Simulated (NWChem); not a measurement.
System: C$_{2}$H$_{7}$NOSi, singlet; SMILES CN(C)[Si]O

Input file for NWChem:

```
start job
memory heap 200 mb stack 900 mb global 1100 mb
geometry units angstroms noautosym nocenter noautoz
  Si    -0.796611     0.915576     0.000086
  O      0.460486     2.017503    -0.001135
  H      1.389263     1.761088    -0.004896
  N      0.004457    -0.637608    -0.000027
  C     -0.831035    -1.816878    -0.002793
  C      1.411684    -0.937502     0.000808
  H     -0.653203    -2.444347    -0.896360
  H     -0.653246    -2.448233     0.888049
  H     -1.894185    -1.525803    -0.002233
  H      1.703529    -1.529628     0.888644
  H      1.707755    -1.518531    -0.892981
  H      2.020043    -0.020360     0.008372
end
basis spherical
  * library def2-svp
end
dft
  xc b3lyp
  iterations 150
  mulliken
end
task dft energy
esp
  recalculate
  probe 0.07
  range 0.3
  factor 1.0
  spacing 0.02
end
task esp
```

Excerpt of the output:

```
             Northwest Computational Chemistry Package (NWChem) 7.3.0
             --------------------------------------------------------

                             Geometry "geometry" -> ""
                             -------------------------

 Output coordinates in angstroms (scale by  1.889725989 to convert to a.u.)

  No.       Tag          Charge          X              Y              Z
 ---- ---------------- ---------- -------------- -------------- --------------
    1 Si                  14.0000    -0.79661100     0.91557600     0.00008600
    2 O                    8.0000     0.46048600     2.01750300    -0.00113500
    3 H                    1.0000     1.38926300     1.76108800    -0.00489600
    4 N                    7.0000     0.00445700    -0.63760800    -0.00002700
    5 C                    6.0000    -0.83103500    -1.81687800    -0.00279300
    6 C                    6.0000     1.41168400    -0.93750200     0.00080800
    7 H                    1.0000    -0.65320300    -2.44434700    -0.89636000
    8 H                    1.0000    -0.65324600    -2.44823300     0.88804900
    9 H                    1.0000    -1.89418500    -1.52580300    -0.00223300
   10 H                    1.0000     1.70352900    -1.52962800     0.88864400
   11 H                    1.0000     1.70775500    -1.51853100    -0.89298100
   12 H                    1.0000     2.02004300    -0.02036000     0.00837200

 Effective nuclear repulsion energy (a.u.)     230.6141205547

                                 NWChem DFT Module
                                 -----------------

 Summary of "ao basis" -> "ao basis" (spherical)
 ------------------------------------------------------------------------------
       Tag                 Description            Shells   Functions and Types
 ---------------- ------------------------------  ------  ---------------------
 Si                         def2-svp                 8       18   4s3p1d
 O                          def2-svp                 6       14   3s2p1d
 H                          def2-svp                 3        5   2s1p
 N                          def2-svp                 6       14   3s2p1d
 C                          def2-svp                 6       14   3s2p1d

            General Information
            -------------------
          SCF calculation type: DFT
          Wavefunction type:  closed shell.
          No. of atoms     :    12
          No. of electrons :    48
           Alpha electrons :    24
            Beta electrons :    24
          Charge           :     0
          Spin multiplicity:     1
          Use of symmetry is: off; symmetry adaption is: off
          Maximum number of iterations: 150
          AO basis - number of functions:   109
                     number of shells:    53
          Convergence on energy requested:  1.00D-06
          Convergence on density requested:  1.00D-05
          Convergence on gradient requested:  5.00D-04

              XC Information
              --------------
                         B3LYP Method XC Potential
                     Hartree-Fock (Exact) Exchange  0.200
                        Slater Exchange Functional  0.800 local
                    Becke 1988 Exchange Functional  0.720 non-local
              Lee-Yang-Parr Correlation Functional  0.810
                  VWN I RPA Correlation Functional  0.190 local

             Grid Information
             ----------------
          Grid used for XC integration:  medium
          Radial quadrature: Mura-Knowles
          Angular quadrature: Lebedev.
          Tag              B.-S. Rad. Rad. Pts. Rad. Cut. Ang. Pts.
          ---              ---------- --------- --------- ---------
          Si                  1.10       88          10.0       590
          O                   0.60       49          12.0       434
          H                   0.35       45          12.0       434
          N                   0.65       49           8.0       434
          C                   0.70       49          11.0       434
          Grid pruning is: on
          Number of quadrature shells:   599
          Spatial weights used:  Erf1

      Superposition of Atomic Density Guess
      -------------------------------------

 Sum of atomic energies:        -496.41845391

      Non-variational initial energy
      ------------------------------

 Total energy =    -498.966233
 1-e energy   =   -1139.662701
 2-e energy   =     410.082348
 HOMO         =      -0.265096
 LUMO         =      -0.002964

     ---------------------------------------------
      Total Density - Mulliken Population Analysis
     ---------------------------------------------

    Atom       Charge   Shell Charges
 -----------   ------   -------------------------------------------------------
    1 Si  14    13.24   2.00  1.99  1.17  0.64  5.93  0.73  0.59  0.19
    2 O    8     8.80   1.99  1.11  0.63  3.10  1.97  0.00
    3 H    1     0.68   0.52  0.09  0.06
    4 N    7     7.73   1.99  1.04  0.51  2.46  1.72  0.02
    5 C    6     6.02   1.99  0.94  0.19  1.94  0.92  0.04
    6 C    6     6.01   1.99  0.94  0.18  1.94  0.93  0.04
    7 H    1     0.92   0.68  0.21  0.02
    8 H    1     0.92   0.68  0.21  0.02
    9 H    1     0.91   0.68  0.21  0.02
   10 H    1     0.92   0.68  0.22  0.02
   11 H    1     0.92   0.68  0.22  0.02
   12 H    1     0.92   0.68  0.22  0.02

   convergence    iter        energy       DeltaE   RMS-Dens  Diis-err
 ---------------- ----- ----------------- --------- --------- ---------
 d= 0,ls=0.0,diis     1   -499.6180892243 -7.30D+02  1.04D-02  6.48D-01
 d= 0,ls=0.0,diis     2   -499.5756084949  4.25D-02  5.98D-03  1.17D+00
 d= 0,ls=0.0,diis     3   -499.6878492599 -1.12D-01  1.47D-03  5.83D-02
 d= 0,ls=0.0,diis     4   -499.6921264241 -4.28D-03  6.80D-04  1.37D-02
 d= 0,ls=0.0,diis     5   -499.6935504851 -1.42D-03  1.67D-04  5.19D-04
  Resetting Diis
 d= 0,ls=0.0,diis     6   -499.6936056068 -5.51D-05  4.80D-05  4.20D-05
 d= 0,ls=0.0,diis     7   -499.6936111603 -5.55D-06  1.67D-05  1.46D-06
 d= 0,ls=0.0,diis     8   -499.6936110745  8.58D-08  9.73D-06  2.05D-06

         Total DFT energy =     -499.693611074510
      One electron energy =    -1144.283716630008
           Coulomb energy =      463.893601580358
    Exchange-Corr. energy =      -49.917616579553
 Nuclear repulsion energy =      230.614120554693

 Numeric. integr. density =       47.999983173633

                       DFT Final Molecular Orbital Analysis
                       ------------------------------------

 Vector   22  Occ=2.000000D+00  E=-3.368922D-01
              MO Center=  2.4D-01,  1.4D+00, -5.3D-03, r^2= 2.9D+00
   Bfn.  Coefficient  Atom+Function         Bfn.  Coefficient  Atom+Function
  ----- ------------  ---------------      ----- ------------  ---------------
    23      0.538064   2 O  py               26      0.385739   2 O  py
    42     -0.208911   4 N  py               56     -0.158123   5 C  py
    40      0.130762   4 N  s                 9     -0.113076   1 Si py
    21      0.110469   2 O  s                20      0.108280   2 O  s
    45      0.107806   4 N  py               90     -0.094709   9 H  s

 Vector   23  Occ=2.000000D+00  E=-2.432429D-01
              MO Center=  6.4D-02, -6.6D-01,  2.1D-04, r^2= 2.5D+00
   Bfn.  Coefficient  Atom+Function         Bfn.  Coefficient  Atom+Function
  ----- ------------  ---------------      ----- ------------  ---------------
    43      0.495451   4 N  pz               46     -0.420338   4 N  pz
    24      0.175393   2 O  pz               80     -0.159137   7 H  s
    85      0.158980   8 H  s                27      0.148726   2 O  pz
    95      0.149019  10 H  s               100     -0.149406  11 H  s
    13     -0.141040   1 Si pz               81     -0.136713   7 H  s

[...]

                     NWChem Electrostatic Potential Fit Module
                     -----------------------------------------

 Atom parameters

 Number of atoms is                                   12
 Number of basis functions is                        109

 Grid parameters

 Maximum number of grid points is                  41871
 Number of grid points is                          41870
 Grid range                                     0.300000 nm
 Grid spacing                                   0.020000 nm
 Probe radius                                   0.070000 nm
 Atom radius factor                             1.000000

 Atomic radii

    1    0.100000
    6    0.147000
    7    0.140000
    8    0.136000
   14    0.187000
 FASTESP  F
  using M.O. file = ./job.movecs

    Atom              Coordinates                           Charge

                                                  ESP

    1 Si   -0.079661    0.091558    0.000009   -0.087967
    2 O     0.046049    0.201750   -0.000114   -0.398861
    3 H     0.138926    0.176109   -0.000490    0.306985
    4 N     0.000446   -0.063761   -0.000003    0.133573
    5 C    -0.083104   -0.181688   -0.000279   -0.039842
    6 C     0.141168   -0.093750    0.000081    0.021709
    7 H    -0.065320   -0.244435   -0.089636    0.018374
    8 H    -0.065325   -0.244823    0.088805    0.018220
    9 H    -0.189419   -0.152580   -0.000223    0.009196
   10 H     0.170353   -0.152963    0.088864   -0.010574
   11 H     0.170776   -0.151853   -0.089298   -0.010287
   12 H     0.202004   -0.002036    0.000837    0.039472
                                            ------------
                                               -0.000000

 Dipole moment                                  1.113553

 Quadrupole moment Qxx                          0.243139
                   Qyy                          1.434504
                   Qzz                         -1.677643

 RMS deviation kJ/mol                           0.093240

 RRMS %                                        42.535113
```

Level: B3LYP/def2-SVP. Low-valent species are run as closed-shell singlets; no triplet was tried in these runs. Structure relaxed at the PBE0/def2-SVP level. No frequency run checked for a minimum.
